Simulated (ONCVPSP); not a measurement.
Before and after: ONCV potential for Fe (Z = 26)

```
Element                 : iron
Generator               : ONCVPSP 4.0.1
Type                    : optimised norm-conserving Vanderbilt (ONCV)
Functional              : PBEsol
Relativity              : scalar-relativistic
Frozen core             : [Ne]
Valence charge          : 16
Reference configuration : 3s2 3p6 3d6 4s1.75 4p0.25
Partial waves           : 3s+4s: rc 1.15 bohr, ncon 4, nbas 7, qcut 9.8 1/bohr, 2 projectors; 3p+4p: rc 1.75 bohr, ncon 4, nbas 8, qcut 10 1/bohr, 3 projectors, debl 0.4 Ha; 3d: rc 1.45 bohr, ncon 4, nbas 8, qcut 11 1/bohr, 3 projectors, debl 0.8 Ha; f scattering state at 0.38 Ha: rc 1.90 bohr, ncon 4, nbas 7, qcut 5.2 1/bohr, 2 projectors, debl 1.2 Ha
Local potential         : polynomial inside 0.75 bohr (lpopt 5, dvloc0 3 Ha)
Core correction         : Teter function, fcfact 3.25, rcfact 1.4
```

Change: all radii but the core radius scaled by about 1.13 (s 1.30, p 1.98, d 1.64, f 2.14 bohr); local potential polynomial inside 0.84 bohr (lpopt 5, dvloc0 3 Ha).

Cutoffs: the cutoffs (Ha) at which the residual kinetic energy of the hardest occupied pseudo-wave falls to 1 and 0.1 mHa per electron; they do not see the model core or the augmentation charge, which bear on the density cutoff. Errors are all-electron minus pseudo energies relative to the spin-unpolarised reference configuration.

What does the change do?

The potential gets softer (47 Ha and 53 Ha → 42 Ha and 48 Ha); of the 3 tests that both files solve, the error grows in 1 and shrinks in 0 by more than 15 % and 0.3 meV (median size 0.1 → 0.3 meV); neither file shows a bound ghost. A larger radius leaves more room for a smooth pseudo-wave, so fewer plane waves are needed.

```tsv
quantity	base	changed
cutoff, loose	47 Ha	42 Ha
cutoff, tight	53 Ha	48 Ha
loose cutoff by channel	s 38 Ha, p 29 Ha, d 47 Ha	s 32 Ha, p 26 Ha, d 42 Ha
bound ghosts	none	none
GHOST(+) flags under 300 eV	f at 86.2 eV	f at 100.0 eV
tests with a reliable result	3 of 4	3 of 4
error for 3s2 3p6 3d6 4s2 4p0, meV [ΔE -1.01 eV]	+0.1	+0.1
error for 3s2 3p6 3d6 4s1 4p0, meV [ΔE 7.74 eV]	+0.1	+0.3
error for 3s2 3p6 3d7 4s1 4p0, meV [ΔE -1.81 eV]	+9.3	+16
rms error of d²Exc/dni dnj with the model core, mHa	0.76	0.77
```
